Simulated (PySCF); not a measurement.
C3H6NO, SMILES [CH2]N(C=O)C, multiplicity 2.

The structure is a stationary point at PBE0-D3(BJ)/def2-SVP. The isomer is the one that the SMILES or the coordinates give; other isomers of the formula were not compared. Other conformers were not sampled.

Method: SMD-M06-2X/def2-SVP run with PySCF.

Solvation free energies are E(SMD) − E(gas) at the gas-phase geometry, for 1 M in both phases. In vacuum the dipole moment is 3.98 D.

Estimate the solvation free energies in water, acetonitrile, acetone. (An estimate is asked for; the answer gives what the named calculation found.)


```json
[
 {"solvent": "water", "ΔG(solv) (kcal/mol)": "-3.8", "its non-electrostatic (CDS) part": "5.9", "dipole (D)": "5.47"},
 {"solvent": "acetonitrile", "ΔG(solv) (kcal/mol)": "-6.0", "its non-electrostatic (CDS) part": "0.4", "dipole (D)": "4.96"},
 {"solvent": "acetone", "ΔG(solv) (kcal/mol)": "-6.2", "its non-electrostatic (CDS) part": "-0.2", "dipole (D)": "4.90"}
]
```
